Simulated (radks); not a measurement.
Results of a calculation; reference values are marked as such.
Numerical settings for neutral helium, [He]. Level of theory: Dirac Kohn-Sham, PBE, spin-unpolarised, spherical densities, finite nucleus; Gaussian nuclear charge, rms radius 1.6755 fm (a radial shooting solver on a logarithmic mesh with Libxc functionals). The defaults (mesh step 0.008 in ln r, mesh end at 40 bohr or more with all orbitals vanishing there, Anderson mixing 0.5 over 9 steps, residual threshold near 1e-9 with the energy settled to 1e-9 hartree or 1e-11 of itself, here a cap of 62 iterations) give E = -2.8931 hartree and 1s1/2 at -15.764 eV in 14 iterations. Run on one thread of a shared host, so times are rough (Intel(R) Xeon(R) 6975P-C): 0.02 s of CPU time, 0.02 s wall, 14 iterations on 2189 mesh points. Changes against that run (0 stands for a change within the tolerance of the run):

| setting | iterations | converged | E (mhartree) | e(1s1/2) (meV) | CPU (s) |
|---|---|---|---|---|---|
| mesh step in ln r 0.12 | 62 | no | -1.31e+04 | - | 0.02 |
| mesh step in ln r 0.003 | 14 | yes | 0 | 0 | 0.04 |
| mesh step in ln r 0.012 | 14 | yes | 0 | 0 | 0.01 |
| mesh end (bohr) 12 | 14 | yes | 0 | 0 | 0.01 |
| mesh end (bohr) 8 | 14 | yes | +0.000923 | +0.175 | 0.01 |
| residual threshold 0.01 | 7 | yes | 0 | -1.31 | 0.01 |
| residual threshold 1e-16 | 62 | no | 0 | 0 | 0.06 |
| mixing 1 | 9 | yes | 0 | 0 | 0.01 |
| linear mixing, mixing 0.05 | 62 | no | +0.0121 | -498 | 0.06 |
| linear mixing, mixing 1 | 25 | yes | 0 | 0 | 0.02 |
| mixing history 2 | 19 | yes | 0 | 0 | 0.02 |
| iteration cap 5 | 5 | no | 0 | +7.96 | 0.01 |

No run marked as converged misses the energy by more than 1 mhartree. A mesh that ends early acts as a hard wall.
